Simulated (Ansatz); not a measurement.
Relaxation of ClH$_{8}$NSi$_{2}$ (12 atoms, charge 0, multiplicity 1), to a largest force component of 0.03 eV/Å in at most 50 steps.

These are results of UKS B3LYP-D4/cc-pVDZ (Ansatz), not measurements.

```xyz
12
Properties=species:S:1:pos:R:3
Si -1.310 0.574 -0.803
Si 1.035 -1.238 1.118
H -2.184 0.627 -2.007
H -1.173 -0.848 -0.372
Cl -2.243 1.582 0.779
H 1.112 0.034 0.430
N 0.185 1.493 -1.134
H 2.261 -1.437 1.955
H -0.167 -1.296 2.001
H 0.964 -2.328 0.097
H 0.845 1.052 -1.773
H 0.676 1.786 -0.291
```

Task: Where does it end, and by what steps?

Result: The forces met the threshold. The force dipped under the threshold on the way, but the program's further checks kept it going. After 32 steps the energy has fallen by 0.376 eV; H11 moved furthest, 1.49 Å.

| step | energy less start (eV) | largest force component (eV/Å) | accepted |
| --- | --- | --- | --- |
| 0 | 0.0000 | 1.067 | yes |
| 2 | -0.2251 | 0.292 | yes |
| 4 | -0.2367 | 0.156 | yes |
| 6 | -0.2491 | 0.228 | yes |
| 8 | -0.2600 | 0.112 | yes |
| 10 | -0.2792 | 0.409 | yes |
| 12 | -0.3019 | 0.305 | yes |
| 14 | -0.3443 | 0.585 | yes |
| 16 | -0.3572 | 0.203 | yes |
| 18 | -0.3628 | 0.040 | yes |
| 20 | -0.3679 | 0.140 | yes |
| 22 | -0.3717 | 0.041 | yes |
| 24 | -0.3728 | 0.027 | yes |
| 26 | -0.3738 | 0.074 | yes |
| 28 | -0.3749 | 0.004 | yes |
| 30 | -0.3754 | 0.091 | no |
| 32 | -0.3762 | 0.019 | yes |

```xyz
12
Properties=species:S:1:pos:R:3
Si -1.357 0.646 -1.020
Si 1.142 -1.393 1.505
H -2.459 1.002 -1.953
H -1.150 -0.820 -0.880
Cl -1.975 1.322 0.893
H 1.413 -0.058 0.883
N 0.113 1.347 -1.606
H 2.208 -1.680 2.513
H -0.195 -1.371 2.164
H 1.173 -2.442 0.438
H 0.113 2.344 -1.816
H 0.974 1.103 -1.121
```

Whether the end is a true minimum wasn't checked by a vibrational analysis.

The run took 2.5 min on 4 threads of Arm Neoverse N1, on a shared host, peak memory 0.37 GiB.
